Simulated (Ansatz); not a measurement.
Input for Ansatz (a quantum-chemistry and plane-wave program): U-CCSD(T)/def2-SVP on CH4Sn (SMILES [CH3][SnH]), a point of a bond scan (R = 2.186 Å). Elements past Kr take the def2 small-core potentials; no spin–orbit coupling. The run froze 10 orbitals, filled d shells among them.

Ansatz 0.2 input:
```yaml
crystal:
  periodic: [false, false, false]
  atoms:
    - {symbol: Sn, position_ang: [0.00983745, 0.25050043, 0.24518718]}
    - {symbol: H, position_ang: [-0.34594591, 1.41339688, -1.06484958]}
    - {symbol: C, position_ang: [-0.01334196, -1.45640015, -1.15807253]}
    - {symbol: H, position_ang: [1.48783242, -1.13198061, -2.71395371]}
    - {symbol: H, position_ang: [-0.98669425, -1.50317430, -1.65333226]}
    - {symbol: H, position_ang: [0.18357434, -2.40265271, -0.65672900]}
basis:
  gaussian:
    orbitals: def2-SVP
correlation: {method: ccsd_t, electrons: outside_noble_gas}
scf: {omitted_lower_state_checks: [cluster_reference]}
magnetization: {spin_polarized: true, initial_magnetization: 0}
```

The log:

```
WARN ansatz: RAYON_NUM_THREADS=1 ignored (pool sized by the plan → 1); use --threads N
Functional definition: HF
these checks for a lower state are left out or cut short: cluster_reference
integrals: 0.05 GiB planned
697 factors; integrals over basis functions are off by at most 7.5e-4 eV
mean field: 0.18 GiB planned
mean field evaluation 1: about -6890.8699 eV, gradient 1.5e1 eV
mean field evaluation 2: about -6890.9174 eV, gradient 1.5e1 eV
mean field evaluation 4: about -6892.8379 eV, gradient 1.7e0 eV
mean field evaluation 8: about -6892.8901 eV, gradient 1.3e-1 eV
mean field evaluation 16: about -6894.0185 eV, gradient 9.3e-1 eV
mean field evaluation 32: about -6894.0359 eV, gradient 4.0e-1 eV
mean field evaluation 64: about -6893.9930 eV, gradient 5.6e-1 eV
mean field -6894.05893883 eV, -253.3519930411 hartree, gradient 5.1e-6 eV, S^2 1.020821; 6 other end points of the search recorded, 0 dependent functions left out
10 core orbitals not correlated
reference -6894.05893883 eV, -253.3519930411 hartree; 6, 6 occupied and 44, 44 virtual orbitals, 697 factors
second order -5.10066518 eV of doubles, -0.00000000 eV of singles
coupled cluster: 0.16 GiB planned
cycle   1  -5.75014442 eV  change   -6.5e-1 eV  update   8.3e-2
cycle   2  -6.07444609 eV  change   -3.2e-1 eV  update   4.6e-2
cycle   3  -6.17154013 eV  change   -9.7e-2 eV  update   3.3e-2
cycle   4  -6.23869587 eV  change   -6.7e-2 eV  update   2.6e-2
cycle   5  -6.31435867 eV  change   -7.6e-2 eV  update   1.8e-2
cycle   6  -6.35429553 eV  change   -4.0e-2 eV  update   1.3e-2
cycle   7  -6.38813835 eV  change   -3.4e-2 eV  update   9.3e-3
cycle   8  -6.41711171 eV  change   -2.9e-2 eV  update   6.2e-3
cycle   9  -6.42856646 eV  change   -1.1e-2 eV  update   3.3e-3
cycle  10  -6.43151959 eV  change   -3.0e-3 eV  update   1.5e-3
cycle  11  -6.43387220 eV  change   -2.4e-3 eV  update   7.7e-4
cycle  12  -6.43393131 eV  change   -5.9e-5 eV  update   3.8e-4
cycle  13  -6.43386139 eV  change    7.0e-5 eV  update   2.3e-4
cycle  14  -6.43413125 eV  change   -2.7e-4 eV  update   1.3e-4
cycle  15  -6.43411849 eV  change    1.3e-5 eV  update   7.7e-5
cycle  16  -6.43420311 eV  change   -8.5e-5 eV  update   3.8e-5
cycle  17  -6.43417513 eV  change    2.8e-5 eV  update   2.0e-5
cycle  18  -6.43415668 eV  change    1.8e-5 eV  update   1.0e-5
cycle  19  -6.43413724 eV  change    1.9e-5 eV  update   5.9e-6
cycle  20  -6.43413431 eV  change    2.9e-6 eV  update   2.9e-6
coupled cluster: 0.16 GiB planned
perturbative correction -0.28076980 eV, -0.0103180997 hartree
Total energy: -6900.77384294 eV, -253.5987612155 hartree
Checks for a lower state left out: cluster_reference
```

Self-consistency was reached. Its determinant has ⟨S²⟩ = 1.02, a mixture of spin states.

Cost: about 4 core-seconds (a rough figure).
